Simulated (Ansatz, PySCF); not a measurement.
Diatomic MgF-, closed-shell singlet (lowest of 2S+1 = 1, 3 at CCSD(T)/def2-TZVPP on PBE0 minima; our sources give no spin for the ground state, which may be another).

Constants: fifth-degree fit in 1/R to seven points, most abundant isotopes. Runs in def2 and cc sets follow the lowest solution found near the PBE0 minimum. The singlet is held restricted.

Correlated levels freeze the inner cores; with def2 sets outer-core shells near the valence are correlated too. Rows in 6-31G* carry no dispersion term and start afresh at each structure (6-31G* with six Cartesian d functions). MP2/6-31G* freezes PySCF's default core, which is smaller on s-block atoms.

Codes used: Ansatz (a program for electronic structure) with Gaussian orbitals; PySCF for 6-31G* rows. Values without a source in brackets are computed.

**Question.** What bond length and harmonic frequency does CAM-B3LYP/def2-TZVPP give?

**Answer.** r_e = 1.835 Å, ω_e = 569 cm⁻¹.

**Question.** What bond length and harmonic frequency does MP2/6-31G* give?

**Answer.** r_e = 1.813 Å, ω_e = 642 cm⁻¹.

**Question.** What bond length and harmonic frequency does CCSD(T)/def2-QZVPP give?

**Answer.** r_e = 1.817 Å, ω_e = 595 cm⁻¹.

Doubts at one or more of the structures used: a restricted determinant that unrestricted orbitals would lower (CCSD(T)/def2-QZVPP).
